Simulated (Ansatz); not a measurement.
Correlation energies of C6H5F3Ge, SMILES `[F][Ge]([F])([F])[c]1ccccc1` by basis set

Cartesian coordinates in Å:
```
F -2.401 2.212 -1.207
Ge -2.204 0.536 -0.906
F -3.526 0.125 0.105
F -2.521 -0.280 -2.380
C -0.484 0.119 -0.201
C 0.095 -1.118 -0.473
C 1.343 -1.421 0.049
C 2.009 -0.494 0.836
C 1.435 0.741 1.103
C 0.188 1.051 0.586
H -0.420 -1.841 -1.095
H 1.796 -2.382 -0.163
H 2.985 -0.733 1.242
H 1.961 1.465 1.714
H -0.255 2.020 0.789
```

Total charge 0; spin multiplicity 1. Correlated methods include outer-core shells of Ge, which these sets cover unevenly. Scalar relativity is left out up to krypton. The structure was optimised at the PBE0-D4/def2-TZVP level. It is one conformer, not always the lowest. Frozen core, restricted reference, the Gaussian-basis code of Ansatz.

```csv
basis,HF (Eh),MP2 corr.
def2-SVP,-2603.25799,-1.54952
def2-TZVPP,-2604.16460,-1.92782
def2-QZVPP,-2604.23057,-2.32213
```

**Question.** Estimate the CCSD correlation energy and the (T) correction in each basis where they were run (hartree).

**Answer.** 
```csv
basis,CCSD corr.,(T)
def2-SVP,-1.57678,-0.05179
def2-TZVPP,-1.93742,-0.08364
```
